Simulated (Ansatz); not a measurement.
Species: C4H3N2, charge 0, multiplicity 2. It need not be the lowest isomer of its formula. 
Structure (B3LYP-D3(BJ)/def2-TZVP (Ansatz, a program for electronic structure) minimum search):
```
C
N 1 1.3305
N 1 1.3305 2 127.42
C 2 1.3421 1 116.52 3 0.00
C 3 1.3421 1 116.52 2 0.00
C 5 1.3710 3 118.83 1 0.00
H 5 1.0834 3 117.46 1 180.00
H 4 1.0834 2 117.46 1 180.00
H 1 1.0848 2 116.29 4 180.00
```
Charge 0, spin multiplicity 2.

Q: Give the harmonic wavenumbers at B3LYP-D3(BJ)/def2-TZVP (Ansatz, finite differences of forces, unscaled).

A: 380, 401, 571, 694, 705, 903, 978, 994, 1003, 1086, 1133, 1152, 1239, 1344, 1418, 1445, 1510, 1596, 3168, 3174, 3177 cm⁻¹. Zero-point energy 40.1 kcal/mol.

Q: From these and the geometry, give the ideal-gas thermochemistry at 298.15 K and 1 atm (rigid rotor, harmonic oscillator).

A: Point group C2v, rotational symmetry number 2. Rotational constants 6.997, 6.032, 3.239 GHz. S(trans) 39.02, S(rot) 23.89, S(vib) 3.82, S(elec, spin only) 1.38, S 68.1 cal/(mol K). H(298) - H(0) 3.20 kcal/mol; G - E(el) 23.0 kcal/mol.
